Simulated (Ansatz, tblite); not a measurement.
Forces on the cluster Ge₃Te₂ at its PBE-D4/def2-SVP geometry. Charge 0, multiplicity 1.

In the def2 sets Te takes a core potential; there is no spin–orbit coupling. The xTB rows come from tblite. The restricted singlet is unstable towards broken spin symmetry in Hartree–Fock (as tested in another run); at PBE-D4/def2-TZVP this wasn't settled. Another isomer (singlet) lies 0.50 eV lower at PBE0-D4/def2-TZVP; other spin states weren't run for this one.

GFN1-xTB (tblite), largest force 2.09 eV/Å:

```xyz
5
positions Å, forces eV/Å
Ge    0.537   -0.536    1.218   -0.671    0.461   -1.234
Ge   -1.900   -0.700    0.445    1.826    0.940   -0.379
Ge   -0.258   -0.052   -1.411    0.147   -0.037    1.470
Te    2.251   -0.566   -0.784   -1.242    0.116    0.397
Te   -0.630    1.854    0.532   -0.060   -1.480   -0.254
```

GFN2-xTB (tblite), largest force 1.04 eV/Å:

```
Ge -0.147 0.234 -0.521
Ge 0.526 0.707 -0.029
Ge 0.180 0.035 0.561
Te -0.334 0.029 0.106
Te -0.225 -1.005 -0.117
```

PBE-D4/def2-TZVP (Ansatz), largest force 0.19 eV/Å:

```
Ge -0.039 0.052 -0.131
Ge 0.088 0.082 -0.012
Ge 0.043 0.002 0.140
Te -0.127 0.046 0.046
Te 0.033 -0.182 -0.044
```
